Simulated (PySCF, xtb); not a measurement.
Si(AsH2)(F)(OH)2 (AsFH₄O₂Si), SMILES O[Si](O)(F)[AsH2].

The structure is a stationary point at ωB97X-D3(BJ)/def2-SVP. The values are those of a single conformer.

Calculation: C-PCM-M06-2X/def2-SVP in PySCF.

The values are the electrostatic part of the solvation free energy, E(continuum) − E(gas) at the gas-phase geometry, in a cavity of scaled van der Waals radii (PySCF's table); cavitation and dispersion terms are not included. In vacuum the orbital gap is 10.05 eV. The dipole moment in vacuum is 1.35 D.

Computed values in water (ε = 78.36), methanol (ε = 32.61), tetrahydrofuran (ε = 7.43):
```json
[
 {"solvent": "water", "ε": "78.36", "ΔG(elec) (kcal/mol)": "-8.3", "dipole (D)": "1.61", "gap (eV)": "10.18"},
 {"solvent": "methanol", "ε": "32.61", "ΔG(elec) (kcal/mol)": "-8.1", "dipole (D)": "1.60", "gap (eV)": "10.18"},
 {"solvent": "tetrahydrofuran", "ε": "7.43", "ΔG(elec) (kcal/mol)": "-7.2", "dipole (D)": "1.57", "gap (eV)": "10.16"}
]
```

For comparison, GFN2-xTB/ALPB(water) (xtb, at the GFN2-xTB geometry, all terms of that model) gives -9.3 kcal/mol.
